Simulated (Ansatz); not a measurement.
C3H4AlF (`C#[C][Al]([CH3])[F]`), relaxed with RKS PBE-D4/def2-SVP in Ansatz from a rough embedded geometry. The force threshold is 0.03 eV/Å; the program also tests the step.

Charge 0, multiplicity 1.

Start:

```xyz
9

C     1.413    0.307   -2.354
C     0.946    0.431   -1.292
Al    0.122    0.664    0.447
C    -1.043   -0.705    1.184
F     0.322    2.239    1.345
H     1.945    0.144   -3.322
H    -0.601   -1.064    2.171
H    -2.055   -0.363    1.345
H    -1.050   -1.652    0.476
```

```
step  energy (eV)  largest force (eV/Å)  largest move (Å)
   1  -12472.9152                 8.191             0.000
   2  -12473.4506                 1.531             0.123
   3  -12473.5283                 0.766             0.090
   4  -12473.5438                 0.134             0.031
   5  -12473.5446                 0.034             0.027
   6  -12473.5449                 0.011             0.010
```

End:

```xyz
9

C     1.502    0.335   -2.384
C     0.953    0.474   -1.289
Al    0.078    0.640    0.403
C    -1.035   -0.732    1.215
F     0.313    2.092    1.217
H     1.987    0.218   -3.346
H    -0.612   -1.056    2.189
H    -2.053   -0.343    1.425
H    -1.134   -1.628    0.569
```

It took 7 s on 2 threads of a server CPU on a shared host, with 0.15 GiB of host memory at the peak.
